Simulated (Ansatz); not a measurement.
Reaction (formal exchange of groups at the Sn–C bond): `N#[C][SnH3]` + `Cc1ccc(N(C)C)cc1` → `[CH3][SnH3]` + `CN(C)c1ccc(C#N)cc1`

Computed with Ansatz on PBE0-D4/def2-TZVP structures; ΔE is electronic, products minus reactants. CCSD(T)/CBS adds triple-zeta CCSD(T) − MP2 to the extrapolated MP2 energy (def2 sets, frozen cores). Functionals use def2-TZVPP. def2 core potentials past Kr. For Sn outer-core shells are correlated without core-valence functions, which leaves a few kJ/mol of doubt a bond. One conformer a species, not always the lowest.

```csv
level,ΔE (kJ/mol),difference from CCSD(T)/CBS
PBE-D4,-16.0,-17.3
revPBE-D4,-12.6,-13.9
B97M-V,-10.8,-12.1
r2SCAN0-D4,-9.6,-10.9
BHLYP-D4,-3.6,-4.9
CAM-B3LYP-D4,-4.1,-5.4
B2PLYP,-5.1,-6.4
r2SCAN,-13.5,-14.8
r2SCAN0,-9.8,-11.1
HF/def2-SVP,3.8,2.5
MP2/def2-SVP,3.6,2.3
MP2/def2-TZVPP,1.4,0.1
CCSD(T)/def2-TZVPP,3.7,2.4
HF/CBS(def2),5.6,4.3
MP2/CBS(def2),-1.0,-2.3
CCSD/CBS(def2),2.9,1.6
CCSD(T)/CBS,1.3,0
```

Largest T1 diagnostic among the species: 0.014.

From r2SCAN to r2SCAN0 (25 % exact exchange), in def2-TZVPP and without D4, ΔE moves by +3.7 kJ/mol. Leaving LDA and LC-ωPBE aside and taking each functional with its dispersion term where it has one, the values, not all of them listed here, spread over 16.8 kJ/mol, from PBE-D4 to ωB97M-V. LDA lies −4.6 kJ/mol from PBE without D4. At CCSD(T), def2-SVP lies +4.4 kJ/mol from the extrapolated value and def2-TZVPP +2.4 kJ/mol.
